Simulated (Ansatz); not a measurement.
Cartesian coordinates in Å:
```
N -2.084 -0.874 1.690
Si -0.524 -0.307 1.378
C -0.221 1.095 0.237
C 0.496 0.195 -0.467
Si 1.580 0.351 -1.992
O 0.385 -1.060 0.128
H -2.814 -0.879 0.998
H -2.292 -1.461 2.480
H 0.216 -0.396 2.657
H -0.325 2.151 0.051
H 1.085 -0.560 -3.054
H 1.520 1.759 -2.459
H 2.977 -0.014 -1.647
```

Total charge 0; spin multiplicity 1.

(1) List the ωB97M-V/def2-TZVPP orbital energies in eV (Ansatz). (An estimate is asked.)

Results:

(1) The calculation gave: Occupied: -1807.55, -1806.97, -525.96, -394.40, -283.13, -280.92, -148.48, -148.08, -102.62, -102.59, -102.58, -102.19, -102.18, -102.17, -31.59, -26.79, -23.48, -19.55, -17.41, -16.81, -16.67, -15.38, -14.43, -14.18, -12.60, -12.18, -11.92, -11.87, -10.56, -10.39, -9.07. Lowest empty: 1.33, 2.30, 2.50, 2.59, 3.30, 3.37, 3.46, 3.76.
